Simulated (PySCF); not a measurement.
Compound: C5H7NOSi.
Atom-mapped SMILES: `[CH3:1]/[CH:2]=[CH:3]\[Si@@H:4]([C:5]#[N:6])[CH:7]=[O:8]` (hydrogens: H9, H10, H11 on C1; H12 on C2; H13 on C3; H14 on Si4; H15 on C7)

Geometry (GFN2-xTB, Å), atoms numbered from 1 in this order:
```
atom  x, y, z in Å
C1    -2.1700    0.7117   -0.3090
C2    -1.3307    0.7547    0.9174
C3    -0.1334    0.1947    1.0673
Si4    0.8120   -0.7973   -0.2088
C5     1.0679    0.1688   -1.7922
N6     1.2158    0.7693   -2.7568
C7     2.5983   -1.0874    0.4471
O8     2.9356   -0.8380    1.5749
H9    -3.1211    0.2257   -0.0904
H10   -2.3925    1.7257   -0.6404
H11   -1.6758    0.1785   -1.1172
H12   -1.7709    1.3040    1.7429
H13    0.3667    0.3067    2.0230
H14    0.2542   -2.0921   -0.6191
H15    3.3395   -1.5170   -0.2605
```

The calculation used TDDFT PBE0/def2-SVPD, vertical, gas phase, core orbitals frozen in the response (PySCF 2.14.0, density-fitted response routines).

Transition dipole moments from the ground state, in atomic units and in the frame of the coordinates above (overall signs are arbitrary), for the states with f of 0.002 or more among the lowest 8:

| state | E (eV) | μx | μy | μz |
| --- | --- | --- | --- | --- |
| S2 | 5.137 | -0.239 | 0.143 | 0.083 |
| S3 | 5.376 | 0.084 | -0.103 | -0.052 |
| S4 | 5.817 | -0.331 | 0.178 | -0.235 |
| S5 | 5.994 | 0.436 | -0.270 | 0.222 |
| S6 | 6.193 | -0.195 | -0.079 | -0.043 |
| S7 | 6.375 | -0.321 | 0.015 | 0.095 |
| S8 | 6.646 | 0.653 | -0.242 | -0.144 |

**Question.** Work out the oscillator strengths.

**Answer.** f = (2/3) ΔE |μ|² with ΔE in hartree (27.2114 eV).

```json
{"state": "S2", "|μ|² (au)": "0.084", "|μ| (D)": "0.74", "f": "0.011"}
{"state": "S3", "|μ|² (au)": "0.020", "|μ| (D)": "0.36", "f": "0.003"}
{"state": "S4", "|μ|² (au)": "0.196", "|μ| (D)": "1.13", "f": "0.028"}
{"state": "S5", "|μ|² (au)": "0.313", "|μ| (D)": "1.42", "f": "0.046"}
{"state": "S6", "|μ|² (au)": "0.046", "|μ| (D)": "0.54", "f": "0.007"}
{"state": "S7", "|μ|² (au)": "0.112", "|μ| (D)": "0.85", "f": "0.018"}
{"state": "S8", "|μ|² (au)": "0.505", "|μ| (D)": "1.81", "f": "0.082"}
```

**Question.** Which bond between heavy atoms lies closest to the direction of the S8 transition dipole?

**Answer.** C2–C3, at 19° from it; next Si4–C7 at 33°.

**Question.** What angle do the transition dipoles of S5 and S8 make?

**Answer.** |cos θ| = |μa·μb| / (|μa| |μb|) = 0.80, so θ ≈ 37° (taken between 0 and 90°, since the signs are arbitrary).

**Question.** What peak molar absorption coefficient would the strongest computed level give as a lone Gaussian band 0.3 eV wide at half height?

**Answer.** ε(max) = 2.175×10⁸ f / FWHM, with the width in cm⁻¹. S8: 2.175×10⁸ × 0.0823 / 2420 ≈ 7400 L mol⁻¹ cm⁻¹.

The run took 2.1 min wall (grids of density and orbitals included) on an Intel Xeon at 2.50 GHz with one thread, no GPU, shared host with 64 logical CPUs at a one-minute load of 60, and the process peaked at 0.85 GiB of memory.

One conformer stands for the species.
